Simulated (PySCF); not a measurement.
# Löwdin shares of the frontier orbitals

C10H12O.
Geometry (PBE0-D3(BJ)/def2-SVP, Å), atoms numbered from 1 in this order:
```xyz
23
C10H12O angstrom
C      3.1091   -1.0744   -0.9313
O      1.7151   -1.1228   -0.8284
C      1.0742   -0.1063   -0.2104
C      1.7042    1.0142    0.3448
C      0.9395    2.0122    0.9573
C     -0.4481    1.9200    1.0307
C     -1.0684    0.7968    0.4821
C     -0.3189   -0.2073   -0.1285
C     -1.2004   -1.3024   -0.6562
C     -2.5331   -1.0431    0.0681
C     -2.5347    0.4591    0.3985
H      3.4197   -1.9836   -1.4620
H      3.4492   -0.1939   -1.5052
H      3.5952   -1.0572    0.0605
H      2.7888    1.1196    0.3083
H      1.4509    2.8773    1.3871
H     -1.0335    2.7070    1.5116
H     -1.3063   -1.2099   -1.7528
H     -0.7901   -2.3064   -0.4697
H     -2.5482   -1.6177    1.0084
H     -3.4101   -1.3558   -0.5172
H     -3.0866    0.6987    1.3206
H     -3.0046    1.0465   -0.4116
```

Computed with TDDFT wB97X-D/def2-SVPD, vertical, gas phase, core orbitals frozen in the response in PySCF.

Kohn–Sham orbitals with the atoms that hold most of them (Löwdin shares over 4%, at most four atoms; ? is withheld):

| orbital | ε (eV) | atoms |
| --- | --- | --- |
| LUMO+2 | 2.35 | C1 25%, H14 8%, C4 8%, H13 8% |
| LUMO+1 | 1.92 | C3 18%, C6 18%, C7 14%, C4 11% |
| LUMO | ? | C5 22%, C8 18%, C4 14%, C7 13% |
| HOMO | -7.99 | ? |
| HOMO-1 | -8.45 | ? |
| HOMO-2 | -10.87 | O2 17%, C5 16%, C6 13%, C4 8% |
| HOMO-3 | -11.07 | O2 24%, C3 10%, C4 10%, C1 7% |

Problem. Give the leading atoms of the HOMO.

Solution. O2 (bonded to 2 C) 19%; C6 (bonded to 2 C and H) 18%; C3 (bonded to 2 C and O) 15%; C8 (bonded to 3 C) 14%. By element: carbon 47% or more, oxygen 19%.

Problem. Give the leading atoms of the HOMO-1.

Solution. C4 (bonded to 2 C and H) 21%; C7 (bonded to 3 C) 20%; C8 (bonded to 3 C) 13%; C5 (bonded to 2 C and H) 12%.

Problem. What is the LUMO energy, and the HOMO–LUMO gap?

Solution. ε(LUMO) = 1.77 eV; the gap is 9.76 eV (0.3585 hartree).

Problem. How does S1 compare with the orbital gap of 9.76 eV?

Solution. S1 is at 5.19 eV (f = 0.012), 4.56 eV below the gap, made of HOMO→LUMO (53%), HOMO-1→LUMO+1 (23%), HOMO→LUMO+1 (12%). 

Next come S2 at 5.81 eV (f 0.042), HOMO→LUMO+1 (47%), HOMO-1→LUMO (29%), HOMO→LUMO (18%); S3 at 6.54 eV (f 0.064), HOMO→LUMO+2 (62%); S4 at 6.60 eV (f 0.517), HOMO-1→LUMO (50%), HOMO→LUMO+1 (32%), HOMO→LUMO+2 (8%); S5 at 6.64 eV (f 0.590), HOMO-1→LUMO+1 (66%), HOMO→LUMO (25%).

Löwdin shares depend on the basis, the more so with diffuse functions.

On Intel Xeon 6975P-C, 2 threads, on a shared host, this took 62 s wall, 2.3 min CPU and 1.9 GiB of memory at its peak.

One conformer stands for the species.
